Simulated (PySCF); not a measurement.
# Exercise with solution: oscillator strength and radiative lifetime

Sn(H)2(SH)2 (H₄S₂Sn), SMILES [SH][SnH2][SH].

Coordinates come from a B3LYP-D3(BJ)/def2-SVP optimisation. The def2 effective core potentials stand for the cores of Sn; spin–orbit coupling is left out. Other conformers were not sampled.

PySCF with TDA-CAM-B3LYP/def2-SVPD puts the first singlet state with f over 0.02 at 4.90 eV (vertical), with the transition dipole (-0.502, 0.286, 0.000) in atomic units.

Problem. Find the oscillator strength, the wavelength and the radiative lifetime that this transition would have in vacuum if emission retraced absorption.

Solution. 
|μ|² = 0.3338 au, so |μ| = 1.47 D. ΔE = 4.90/27.211 = 0.1801 hartree. f = (2/3) ΔE |μ|² = 0.040 (the program prints 0.040).
λ = 1239.84/4.90 = 253 nm; ν = 39521 cm⁻¹.
Einstein's coefficient A = 0.6670 ν² f s⁻¹ (ν in cm⁻¹) = 4.2e7 s⁻¹, so τ = 1/A = 24 ns. This state is S1. The figure is the radiative limit of this one transition; relaxation, internal conversion, crossing to triplets and a medium change what is measured.
